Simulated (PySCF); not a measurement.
C6H8Si2.
Atom-mapped SMILES: `[CH:1]#[C:2][C:3]1=[CH:4][SiH2:5][CH:6]=[CH:7][SiH2:8]1` (hydrogens: H9 on C1; H10 on C4; H11, H12 on Si5; H13 on C6; H14 on C7; H15, H16 on Si8)

Geometry (PBE0-D3(BJ)/def2-SVP, Å), atoms numbered from 1 in this order:
```
atom  x, y, z in Å
C1     3.5961   -0.4603    0.7084
C2     2.3994   -0.4203    0.4991
C3     1.0050   -0.2930    0.2352
C4     0.1565   -1.3471    0.3364
Si5   -1.6853   -1.3000    0.0153
C6    -2.2238    0.4289   -0.4561
C7    -1.3961    1.4853   -0.5610
Si8    0.4517    1.4459   -0.2649
H9     4.6525   -0.5145    0.8967
H10    0.5916   -2.3121    0.6340
H11   -2.0323   -2.2652   -1.0761
H12   -2.4220   -1.7560    1.2368
H13   -3.2936    0.5857   -0.6592
H14   -1.8284    2.4566   -0.8451
H15    1.1840    1.8544   -1.5028
H16    0.8271    2.4093    0.8149
```

All values: PBE0/def2-SVPD (PySCF, non-relativistic), on one gas-phase PBE0-D3(BJ)/def2-SVP geometry that isn't relaxed in the solvent. The solvent is an IEF-PCM continuum (van der Waals radii × 1.2), and excitations are vertical TDDFT with non-equilibrium linear response and a frozen core. Only the electrostatic response of the medium enters.

Gas-phase singlets (H = HOMO, L = LUMO):

| state | E (eV) | λ (nm) | f | leading configurations |
| --- | --- | --- | --- | --- |
| S1 | 4.651 | 267 | 0.000 | H-1→L 96% |
| S2 | 5.068 | 245 | 0.237 | H→L 87% |
| S3 | 5.338 | 232 | 0.004 | H→L+1 93% |
| S4 | 5.441 | 228 | 0.015 | H-2→L 92% |
| S5 | 5.509 | 225 | 0.000 | H-3→L 70%, H-1→L+1 14% |

Give the list for methanol (ε = 32.61), n² = 1.77.

```tsv
state	E (eV)	λ (nm)	f	leading configurations	change by rank (eV)
S1	4.704	264	0.000	H-1→L 93%	+0.053
S2	5.042	246	0.328	H→L 89%	-0.026
S3	5.340	232	0.009	H-2→L 96%	+0.002
S4	5.440	228	0.000	H-3→L 80%	-0.001
S5	5.491	226	0.020	H→L+1 97%	-0.018
```

How does the list change in dimethylsulfoxide (ε = 46.83)?

```json
{"state": "S1", "E (eV)": "4.704", "λ (nm)": "264", "f": "0.000", "leading configurations": "H-1→L 93%", "change by rank (eV)": "+0.053"}
{"state": "S2", "E (eV)": "5.018", "λ (nm)": "247", "f": "0.361", "leading configurations": "H→L 90%", "change by rank (eV)": "-0.050"}
{"state": "S3", "E (eV)": "5.337", "λ (nm)": "232", "f": "0.010", "leading configurations": "H-2→L 97%", "change by rank (eV)": "-0.001"}
{"state": "S4", "E (eV)": "5.439", "λ (nm)": "228", "f": "0.000", "leading configurations": "H-3→L 80%", "change by rank (eV)": "-0.002"}
{"state": "S5", "E (eV)": "5.492", "λ (nm)": "226", "f": "0.022", "leading configurations": "H→L+1 97%", "change by rank (eV)": "-0.017"}
```

The ground-state energy changes by -0.138 eV from gas to dimethylsulfoxide. By how much does the total energy of gas-phase S1 change?

E(S1) = E(S0) + excitation energy, so it changes by -0.138 + 0.053 = -0.085 eV: it is lowered less than the ground state, which is what a blue shift means. This is the vertical state, with the slow part of the continuum still set for S0.

How do the frontier levels move from gas to dimethylsulfoxide?

```tsv
orbital	gas (eV)	solvent (eV)	change (eV)
LUMO+2	0.17	0.19	+0.02
LUMO+1	-1.02	-0.92	+0.10
LUMO	-1.62	-1.64	-0.02
HOMO	-7.28	-7.34	-0.06
HOMO-1	-7.82	-7.86	-0.04
HOMO-2	-8.03	-7.96	+0.07
HOMO-3	-8.53	-8.48	+0.05
```

The HOMO–LUMO gap goes from 5.66 to 5.70 eV.

Hardware: an Intel Xeon Platinum 8488C with one thread, shared host with 192 logical CPUs at a one-minute load of 35. Cost: 36 s, 1.1 GiB resident at most. This is the whole response run at PBE0/def2-SVPD in dimethylsulfoxide, SCF included.
